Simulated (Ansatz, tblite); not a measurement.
Removing and adding an electron: the cluster Be2Se2 (the lowest singlet isomer of a short search). The state is a singlet with charge 0. Geometry: r2SCAN-D4/def2-TZVP. Ansatz, gas phase; energy differences of separate SCF runs; the oxidised species was run as a doublet alone; the reduced species was run as a doublet alone.

| atom | x (Å) | y (Å) | z (Å) |
| --- | --- | --- | --- |
| Be1 | -0.8443 | -0.5017 | 0.1980 |
| Be2 | 0.8443 | 0.5017 | -0.1980 |
| Se3 | 0.7602 | -0.6968 | 1.4763 |
| Se4 | -0.7602 | 0.6968 | -1.4763 |

The xTB rows come from tblite. Correlated methods freeze 18 core orbitals; core or outer-core shells of Se are correlated, in sets that lack core-valence functions. The structure comes from a short search, and lower isomers may exist.

```
              level  −HOMO (eV)  vertical IE (eV)  −LUMO (eV)  vertical EA (eV)  HOMO–LUMO gap (eV)  IE − EA (eV)                                     remarks
   PBE-D4/def2-TZVP        5.60              8.38        3.60                 –                2.00             –                                           –
  PBE-D4/def2-TZVPD        5.64                 –        3.63              1.61                2.01             –                HOMO above zero (-1 doublet)
r2SCAN-D4/def2-TZVP        5.84              8.49        3.25                 –                2.59             –                                           –
 PBE0-D4/def2-TZVPD        6.64                 –        2.89              1.55                3.75             –                                           –
     MP2/def2-TZVPP           –              8.84           –                 –                   –             –  spin-contaminated (⟨S²⟩ 0.89) (+1 doublet)
 CCSD(T)/def2-TZVPP           –              8.60           –                 –                   –             –  spin-contaminated (⟨S²⟩ 0.89) (+1 doublet)
```

(1) Estimate the rows for GFN1-xTB, GFN2-xTB, HF/def2-TZVPP, r2SCAN-D4/def2-TZVPD, PBE0-D4/def2-TZVP, CCSD/def2-TZVPP.

Results:

(1) 
```tsv
level	−HOMO (eV)	vertical IE (eV)	−LUMO (eV)	vertical EA (eV)	HOMO–LUMO gap (eV)	IE − EA (eV)	remarks
GFN1-xTB	8.85	12.32	7.68	4.41	1.17	7.91	–
GFN2-xTB	11.34	13.62	8.65	6.30	2.68	7.32	–
HF/def2-TZVPP	–	7.84	–	–	–	–	spin-contaminated (⟨S²⟩ 0.89) (+1 doublet)
r2SCAN-D4/def2-TZVPD	5.86	–	3.27	1.64	2.59	–	HOMO above zero (-1 doublet)
PBE0-D4/def2-TZVP	6.61	8.53	2.86	–	3.74	–	–
CCSD/def2-TZVPP	–	8.57	–	–	–	–	spin-contaminated (⟨S²⟩ 0.89) (+1 doublet)
```

Relaxing the oxidised species (r2SCAN-D4/def2-TZVP) changes its energy by -0.04 eV at PBE-D4/def2-TZVP, so the adiabatic ionisation energy to this nearest minimum is 8.35 eV. At PBE0-D4/def2-TZVP it is 8.49 eV.     A HOMO above zero means that the electron is unbound at that level or that self-interaction error raises the level; the energy of removing that electron tells which. Raw xTB energy differences between charge states are shifted by several eV; the methods need an empirical correction for them.
